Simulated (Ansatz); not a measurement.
Program: Ansatz. Geometries: PBE0-D4/def2-TZVP. ΔE: electronic, gas phase. CBS: MP2 limit from def2 TZ/QZ plus the TZ coupled-cluster correction, frozen cores. This one scheme is used for every species, atoms too. Functionals use def2-TZVPP. No spin–orbit coupling; open shells (•) take unrestricted orbitals. Spin–orbit coupling would lower the free atoms: a little for B, C. Each species was taken in one conformer, which may not be the lowest.

Consider the atomization: `CC(C)BN` → B• + 3 C• + 10 H• + N•.

CCSD(T)/CBS gives +60.32 eV.

(1) Another level gave +59.78 eV. Which?
A. BLYP/def2-TZVPP
B. MP2/def2-TZVPP
C. CAM-B3LYP/def2-TZVPP
D. PBE/def2-TZVPP

Largest T1 diagnostic among the species: 0.014.

Answers

(1) A. BLYP 59.78, CAM-B3LYP 60.69, PBE 61.23, MP2/def2-TZVPP 59.56 eV.

Leaving LDA and LC-ωPBE aside and taking each functional with its dispersion term where it has one, the values, not all of them listed here, spread over 2.14 eV, from BHLYP-D4 to PBE-D4. LDA lies +7.09 eV from PBE without D4, its usual overbinding. At CCSD(T), def2-SVP lies −2.42 eV from the extrapolated value and def2-TZVPP −1.31 eV: correlation converges slowly with the basis, and small sets miss more of it in the bonded molecule than in its fragments. From BLYP to BHLYP (50 % exact exchange), in def2-TZVPP and without D4, ΔE moves by −0.72 eV: exact exchange takes away binding that semilocal exchange gives to molecules.

For atomizations the MP2-based limit and the directly extrapolated one differ by several kJ/mol either way, and by 10 to 25 for some Ge, Se and Sn compounds, so smaller differences from it don't rank the levels.
